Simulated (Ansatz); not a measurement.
Born–Oppenheimer molecular dynamics of BrFH$_{4}$Si (7 atoms, charge 0, multiplicity 1). It starts at the highest image of a converged band. Of that band: A vibrational analysis at the climbing image gives 2 clearly imaginary modes (288i, 104i cm⁻¹): a point of higher order, so a lower path passes nearby.

These are results of RKS BHLYP/def2-SVP (Ansatz), not measurements.

```
ensemble                      : NVE (velocity Verlet)
time step                     : 0.5 fs
steps asked                   : 200
starting velocities drawn for : 100 K
seed                          : 10976
```

First frame:

```xyz
7
Properties=species:S:1:pos:R:3
Si -0.162 0.000 -0.095
F -0.121 0.001 1.890
H 1.304 0.000 0.116
H -0.470 1.266 -0.771
H -0.470 -1.266 -0.770
Br -2.610 0.001 0.818
H -1.102 -0.001 2.025
```

(1) How far do the bonds stretch over the last three quarters of this one trajectory? (Pairs bonded in most of those frames.)

Answers

(1) 
```csv
bond,mean (Å),spread (Å),shortest,longest
Si1–F2,2.073,0.114,1.99,2.40
Si1–H3,1.480,0.007,1.47,1.49
Si1–H4,1.477,0.025,1.43,1.52
Si1–H5,1.471,0.026,1.43,1.51
Si1–Br6,2.566,0.057,2.40,2.61
F2–H7,0.967,0.023,0.92,1.00
```

Mean temperature of the second half: 356 K. The conserved energy stayed within 0.052 meV per atom of its start (net change -0.00014 meV per atom), so the integration is sound. The kinetic energy rose, since the run started high on the potential surface and went downhill. It ends in pieces (BrH3Si + FH), so much of that is their flight and rotation, not heat. A run of 0.1 ps of so small a system gives no equilibrium averages. The orbitals stay closed-shell, which can raise the energy where a bond breaks towards radicals; this wasn't checked here.

Run time: 5.6 min on 2 threads of Arm Neoverse V2 (shared host), peak memory 0.16 GiB.
